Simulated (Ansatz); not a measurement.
Input file for Ansatz (an electronic-structure program): R-r2SCAN/def2-TZVPPD on H2O (SMILES O). The basis file is the Basis Set Exchange's JSON of that set.

Ansatz 0.2 input:
```yaml
crystal:
  periodic: [false, false, false]
  atoms:
    - {symbol: O, position_ang: [0.00000000, -0.00000000, 0.38961711]}
    - {symbol: H, position_ang: [-0.00000000, 0.76498780, -0.19485856]}
    - {symbol: H, position_ang: [-0.00000000, -0.76498780, -0.19485856]}
basis:
  gaussian:
    orbitals: def2-TZVPPD.json
hamiltonian:
  xc: {name: r2SCAN}
scf: {lower_state_search: off}
```

It printed:

```
WARN ansatz: RAYON_NUM_THREADS=4 ignored (pool sized by the plan → 4); use --threads N
Functional definition: r2SCAN
these checks for a lower state are left out or cut short: stability, starts, cluster_reference, orbital_swaps, neighbouring_geometries, increment
integrals: 0.01 GiB planned
302 factors; their error is unknown
mean field: 0.14 GiB planned
mean field evaluation 1: about -2074.8447 eV, gradient 5.5e1 eV
mean field evaluation 2: about -2060.6069 eV, gradient 1.0e2 eV
mean field evaluation 4: about -2079.6465 eV, gradient 8.5e-1 eV
mean field evaluation 8: about -2079.6446 eV, gradient 2.4e-2 eV
mean field -2079.64460869 eV, -76.4255297357 hartree, gradient 6.6e-6 eV, S^2 0.000000; 0 other end points of the search recorded, 0 dependent functions left out
reference -2079.64462256 eV, -76.4255302454 hartree; 5, 5 occupied and 69, 69 virtual orbitals, 302 factors
Total energy: -2079.64462256 eV, -76.4255302454 hartree
Checks for a lower state left out: stability, starts, cluster_reference, orbital_swaps, neighbouring_geometries, increment
```

The calculation finished and met its thresholds.

Cost: very roughly 0.6 core-seconds.
